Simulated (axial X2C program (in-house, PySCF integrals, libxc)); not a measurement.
**Low determinants of Ga₂⁻ at the PBE0 level, 2c**

Calculated with an in-house all-electron X2C program for linear molecules (integrals from PySCF). Two-component (2c) means X2C with spin–orbit coupling and atomic mean-field two-electron Coulomb and Gaunt terms. Basis: Ga dyall-acv3z [10s10p8d5f1g] (cores contracted in-house); Gaussian nuclei, density fitting, unrestricted open shells. Masses: Ga 68.926 u.

Search at 2.480 Å (vertical energies from the lowest determinant):

```
ΔE (eV)    state  electrons beyond evenly filled partner blocks  electrons in ±ω = 1/2, 3/2, 5/2, 7/2
   0.00  Ω = 3/2                                        ω = 3/2                             42 17 4 0
   0.26  Ω = 1/2                          2 × ω = -1/2, ω = 3/2                             42 17 4 0
   0.52  Ω = 1/2                                        ω = 1/2                             43 16 4 0
   0.58  Ω = 5/2                           2 × ω = 1/2, ω = 3/2                             42 17 4 0
   0.64  Ω = 1/2                                        ω = 1/2                             41 18 4 0
   1.69  Ω = 5/2                          ω = -1/2, 2 × ω = 3/2                             41 18 4 0
   1.77  Ω = 7/2                           ω = 1/2, 2 × ω = 3/2                             41 18 4 0
```

Lowest determinant, Ω = 3/2 (⟨Sz⟩ = 1.50, ⟨Lz⟩ = 0.00 at PBE0): Re = 2.507 Å, ωe = 199.9 cm⁻¹.

The determinant in row 2 of the search, Ω = 1/2 (⟨Sz⟩ = 0.50, ⟨Lz⟩ = 0.00 at PBE0), was followed along the bond at PBE0; measured from the minimum of the lowest determinant it gives:

Te = 0.262 eV (2113 cm⁻¹), Re = 2.500 Å, ωe = 202.4 cm⁻¹.

Question: Compare the bond of the determinant in row 2 with that of the lowest one.

Answer: At PBE0 its Re is 0.007 Å shorter and its force constant, which goes as ωe², is 1.03 times that of the lowest determinant. This determinant mixes spin states, so it has no term energy of its own.

The search compares states at one distance, so a state with another bond length can lie lower; it is not exhaustive and yields mostly the lowest determinant of each block pattern, so other components and higher states of one pattern are missing. These are energies of single determinants, not of spin-adapted states; PBE0 term energies can be off by some tenths of an eV, and the functional has no current term. The lowest determinant need not be the ground state where others lie within half an eV. For an anion, determinants above electron detachment are held by the basis set. The highest occupied level of some functionals is positive through self-interaction error; at Hartree–Fock it is bound. Row 1 has a positive highest level at its minimum. Row 2 has a positive highest level at its minimum.
